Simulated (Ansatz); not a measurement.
BiH3 (SMILES [BiH3]) moved off its minimum; all values from Ansatz (a first-principles code), cores frozen in correlated methods. Elements past Kr take the def2 small-core potentials, without spin–orbit coupling.
(charge 0, multiplicity 1)
```xyz
4

Bi    -0.01416    -0.06217     0.04718
H     -1.50654    -0.24349    -0.96408
H      0.91595    -1.03204    -0.95792
H      0.44414     1.36579    -0.79894
```

Forces at wB97M-V/def2-TZVPP (eV/Å):

| atom | Fx | Fy | Fz |
|---|---|---|---|
| Bi1 | -1.409 | 0.248 | 1.208 |
| H2 | 0.429 | 0.010 | 0.187 |
| H3 | 0.778 | -0.870 | -0.990 |
| H4 | 0.202 | 0.611 | -0.406 |

**Question.** Give the forces (eV/Å), the total energy and the dipole at CCSD(T)/def2-TZVPPD.

**Answer.** 
```json
[
 {"atom": "Bi1", "Fx": "-1.433", "Fy": "0.205", "Fz": "1.735"},
 {"atom": "H2", "Fx": "0.191", "Fy": "-0.018", "Fz": "0.020"},
 {"atom": "H3", "Fx": "0.958", "Fy": "-1.059", "Fz": "-1.191"},
 {"atom": "H4", "Fx": "0.284", "Fy": "0.872", "Fz": "-0.565"}
]
```
Energy -215.4245 hartree, dipole 0.80 D.
